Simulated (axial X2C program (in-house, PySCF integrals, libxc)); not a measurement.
Low determinants of FeS⁻ at the PBE0 level, 2c

All values were computed with an axial X2C code built on PySCF integrals. Two-component (2c) means X2C with spin–orbit coupling and atomic mean-field two-electron Coulomb and Gaunt terms. Basis: Fe dyall-acv3z [10s11p7d4f2g], S dyall-av3z [9s8p3d2f] (cores contracted in-house); Gaussian nuclei, density fitting, unrestricted open shells. Masses: Fe 55.935 u, S 31.972 u.

Search at 2.089 Å (vertical energies from the lowest determinant):

```json
{"ΔE (eV)": "0.00", "state": "Ω = 9/2", "electrons beyond evenly filled partner blocks": "ω = 1/2, ω = 3/2, ω = 5/2", "electrons in ±ω = 1/2, 3/2, 5/2, 7/2": "31 11 1 0"}
{"ΔE (eV)": "0.09", "state": "Ω = 1/2", "electrons beyond evenly filled partner blocks": "ω = 1/2", "electrons in ±ω = 1/2, 3/2, 5/2, 7/2": "31 10 2 0"}
{"ΔE (eV)": "0.13", "state": "Ω = 7/2", "electrons beyond evenly filled partner blocks": "ω = -1/2, ω = 3/2, ω = 5/2", "electrons in ±ω = 1/2, 3/2, 5/2, 7/2": "31 11 1 0"}
{"ΔE (eV)": "0.34", "state": "Ω = 5/2", "electrons beyond evenly filled partner blocks": "ω = 5/2", "electrons in ±ω = 1/2, 3/2, 5/2, 7/2": "32 10 1 0"}
{"ΔE (eV)": "0.35", "state": "Ω = 7/2", "electrons beyond evenly filled partner blocks": "2 × ω = 1/2, ω = 5/2", "electrons in ±ω = 1/2, 3/2, 5/2, 7/2": "32 10 1 0"}
{"ΔE (eV)": "0.38", "state": "Ω = 1/2", "electrons beyond evenly filled partner blocks": "ω = -1/2, ω = -3/2, ω = 5/2", "electrons in ±ω = 1/2, 3/2, 5/2, 7/2": "31 11 1 0"}
{"ΔE (eV)": "1.43", "state": "Ω = 3/2", "electrons beyond evenly filled partner blocks": "ω = 3/2", "electrons in ±ω = 1/2, 3/2, 5/2, 7/2": "30 11 2 0"}
```

Lowest determinant, Ω = 9/2 (⟨Sz⟩ = 2.50, ⟨Lz⟩ = 2.00 at PBE0): Re = 2.115 Å, ωe = 461.9 cm⁻¹.

The determinant in row 2 of the search, Ω = 1/2 (⟨Sz⟩ = 2.50, ⟨Lz⟩ = -2.00 at PBE0), was followed along the bond at PBE0; measured from the minimum of the lowest determinant it gives:

Te = 0.091 eV (735 cm⁻¹), Re = 2.115 Å, ωe = 462.0 cm⁻¹.

Compare the bond of the determinant in row 2 with that of the lowest one.

At PBE0 its Re is the same within 0.001 Å and its force constant, which goes as ωe², is 1.00 times that of the lowest determinant. T0 ≈ Te + Δωe/2 = 735 + (0) = 735 cm⁻¹.

The search compares states at one distance, so a state with another bond length can lie lower; it is not exhaustive and yields mostly the lowest determinant of each block pattern, so other components and higher states of one pattern are missing. These are energies of single determinants, not of spin-adapted states; PBE0 term energies can be off by some tenths of an eV, and the functional has no current term. The lowest determinant need not be the ground state where others lie within half an eV. For an anion, determinants above electron detachment are held by the basis set. The highest occupied level of some functionals is positive through self-interaction error; at Hartree–Fock it is bound.
